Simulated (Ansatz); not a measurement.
A further run on CoF₃.

```yaml
crystal:
  periodic: [false, false, false]
  atoms:
    - {symbol: Co, position_ang: [0.000170, -0.000244, 0.000236]}
    - {symbol: F, position_ang: [1.718694, -0.026954, 0.012912]}
    - {symbol: F, position_ang: [-0.835422, 1.501697, -0.017193]}
    - {symbol: F, position_ang: [-0.883442, -1.474500, 0.004046]}
basis:
  gaussian: {orbitals: def2-TZVP}
magnetization: {spin_polarized: true, initial_magnetization: 4}
hamiltonian: {xc: {name: HF}}
correlation: {method: rpa}
```

```sh
$ ansatz run in.yaml --threads 2 --pin off --events-out ev --progress --plain --max-ram 4352MiB
```

Shortened log:

```
Functional definition: HF
1058 factors; integrals over basis functions are off by at most 6.5e-4 eV
mean field evaluation 1: about -45706.6648 eV, gradient 3.9e1 eV
mean field evaluation 2: about -45706.6859 eV, gradient 3.9e1 eV
mean field evaluation 4: about -45712.0436 eV, gradient 1.0e1 eV
mean field evaluation 8: about -45712.6120 eV, gradient 1.7e-1 eV
mean field evaluation 16: about -45712.5854 eV, gradient 3.5e0 eV
mean field evaluation 32: about -45712.3980 eV, gradient 8.3e0 eV
mean field evaluation 64: about -45712.5834 eV, gradient 1.7e-1 eV
mean field -45712.61258627 eV, -1679.9075274239 hartree, gradient 3.4e-6 eV, S^2 6.016815; 6 other end points of the search recorded, 0 dependent functions left out
8 core orbitals not correlated: weight in the atoms' cores, before any rotation towards them, 1.000 or more for the frozen orbitals, at most 0.000 for the correlated occupied ones
reference -45712.61258627 eV, -1679.9075274239 hartree; 21, 17 occupied and 109, 113 virtual orbitals, 1058 factors
Total energy: -45749.27269249 eV, -1681.2547614781 hartree
```

It took 14 s on 2 threads of Intel Xeon 6975P-C on a shared host.

Correlated methods freeze 8 core orbitals; core or outer-core shells of Co are correlated, in sets that lack core-valence functions.
